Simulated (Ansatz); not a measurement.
Basis-set series for H5O5Ta, SMILES `[OH][Ta]([OH])([OH])([OH])[OH]`. Total charge 0; spin multiplicity 1. Ta takes the def2 core potential. The structure was optimised at the PBE0-D4/def2-TZVP level. It is one conformer, not always the lowest.

```xyz
11

O     1.203    0.804   -0.843
Ta   -0.114   -0.240    0.118
O    -1.129    1.406    0.315
O    -1.526   -1.049    1.076
O    -0.336   -1.388   -1.399
O     1.210   -0.771    1.394
H     1.504    1.633   -1.202
H    -0.779    2.216   -0.056
H    -2.362   -0.857    1.493
H     0.207   -1.261   -2.179
H     2.122   -0.495    1.282
```

| functional | basis | functions | energy (Eh) | HOMO (eV) | LUMO (eV) |
| --- | --- | --- | --- | --- | --- |
| PBE0-D4 | def2-SVP | 127 | -435.70505 | -8.49 | -0.64 |
| PBE0-D4 | def2-QZVPP | 516 | -436.22091 | -8.71 | -0.82 |
| ωB97M-V | def2-SVP | 127 | -435.90645 | -10.92 | 1.48 |
| ωB97M-V | def2-QZVPP | 516 | -436.43300 | -11.16 | 0.54 |

Task: Give the rows for def2-TZVPP. (Best estimate.)

Result: Computed: 
```csv
functional,basis,functions,energy (Eh),HOMO (eV),LUMO (eV)
PBE0-D4,def2-TZVPP,281,-436.19862,-8.64,-0.72
ωB97M-V,def2-TZVPP,281,-436.41172,-11.09,1.29
```

Positive LUMOs are unbound and depend on the basis.
